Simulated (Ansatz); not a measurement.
Isolated molecules relaxed with PBE0-D4/def2-TZVP in Ansatz; ΔE leaves out vibrations. CCSD(T)/CBS is the MP2 limit (def2-TZVPP, def2-QZVPP) plus CCSD(T) − MP2 in def2-TZVPP, frozen cores. DFT in def2-TZVPP. B3LYP here is the variant with VWN-RPA as its local correlation; programs differ in this. HSE06 is defined as in plane-wave codes. For Ga, Se outer-core shells are correlated without core-valence functions, which leaves a few kJ/mol of doubt a bond. Scalar relativity is left out up to krypton. Each species was taken in one conformer, which may not be the lowest.

`[F][GaH][O][SiH3]` + H₂Se → `[F][GaH][SeH]` + silanol  (ligand exchange at a Ga–O bond)

`[F][GaH][O][SiH3]`:

```xyz
8

F     1.127   -1.352    1.793
Ga    1.234    0.320    1.283
O     0.170    0.696   -0.071
Si   -0.921   -0.076   -1.019
H     2.173    1.321    1.975
H    -1.456    0.905   -1.997
H    -0.283   -1.200   -1.757
H    -2.044   -0.615   -0.207
```

H₂Se:

Z-matrix (Å, degrees):
```
Se
H 1 1.467
H 1 1.467 2 91.2
```

`[F][GaH][SeH]`:

Cartesian coordinates in Å:
```
F 1.682 0.964 1.087
Ga 0.180 0.223 0.566
Se 0.229 -0.352 -1.668
H -0.951 0.048 1.611
H -1.140 -0.884 -1.596
```

`O[SiH3]`:

Z-matrix (Å, degrees):
```
Si
O 1 1.648
H 1 1.489 2 111.7
H 1 1.489 2 111.7 3 120.9
H 1 1.481 2 105.9 3 -119.6
H 2 0.957 1 117.9 3 -60.5
```

```json
{"level": "r2SCAN-D4", "ΔE (kcal/mol)": "-7.3", "difference from CCSD(T)/CBS": "-0.6"}
{"level": "r2SCANh-D4", "ΔE (kcal/mol)": "-7.5", "difference from CCSD(T)/CBS": "-0.8"}
{"level": "HSE06-D4", "ΔE (kcal/mol)": "-8.8", "difference from CCSD(T)/CBS": "-2.1"}
{"level": "BHLYP-D4", "ΔE (kcal/mol)": "-6.1", "difference from CCSD(T)/CBS": "0.6"}
{"level": "ωB97X-V", "ΔE (kcal/mol)": "-5.8", "difference from CCSD(T)/CBS": "0.9"}
{"level": "BLYP", "ΔE (kcal/mol)": "-7.1", "difference from CCSD(T)/CBS": "-0.4"}
{"level": "PBE0", "ΔE (kcal/mol)": "-9.0", "difference from CCSD(T)/CBS": "-2.3"}
{"level": "B3LYP", "ΔE (kcal/mol)": "-7.0", "difference from CCSD(T)/CBS": "-0.3"}
{"level": "LC-ωPBE", "ΔE (kcal/mol)": "-6.4", "difference from CCSD(T)/CBS": "0.3"}
{"level": "HF/def2-SVP", "ΔE (kcal/mol)": "-2.6", "difference from CCSD(T)/CBS": "4.1"}
{"level": "CCSD/def2-SVP", "ΔE (kcal/mol)": "-1.9", "difference from CCSD(T)/CBS": "4.8"}
{"level": "CCSD(T)/def2-SVP", "ΔE (kcal/mol)": "-2.0", "difference from CCSD(T)/CBS": "4.7"}
{"level": "SCS-MP2/def2-TZVPP", "ΔE (kcal/mol)": "-4.6", "difference from CCSD(T)/CBS": "2.1"}
{"level": "HF/def2-QZVPP", "ΔE (kcal/mol)": "-4.4", "difference from CCSD(T)/CBS": "2.3"}
{"level": "MP2/def2-QZVPP", "ΔE (kcal/mol)": "-6.3", "difference from CCSD(T)/CBS": "0.4"}
{"level": "CCSD/CBS(def2)", "ΔE (kcal/mol)": "-6.5", "difference from CCSD(T)/CBS": "0.2"}
{"level": "CCSD(T)/CBS", "ΔE (kcal/mol)": "-6.7", "difference from CCSD(T)/CBS": "0"}
```

(1) What do rigid-rotor, harmonic-oscillator terms from PBE0-D4/def2-TZVP frequencies (298.15 K, 1 bar) make of the CCSD(T)/CBS value? (An estimate is asked.)

Largest T1 diagnostic among the species: 0.014.

Answers

(1) Computed: ΔZPE = +2.3 kcal/mol, ΔH = -4.9 kcal/mol, ΔS = -4 J/(mol·K), ΔG = -4.6 kcal/mol. Modes under 50 cm⁻¹ make the entropy rough.

At CCSD(T), def2-SVP lies +4.7 kcal/mol from the extrapolated value and def2-TZVPP +1.4 kcal/mol. Leaving LDA and LC-ωPBE aside and taking each functional with its dispersion term where it has one, the values, not all of them listed here, spread over 3.6 kcal/mol, from PBE-D4 to CAM-B3LYP-D4.
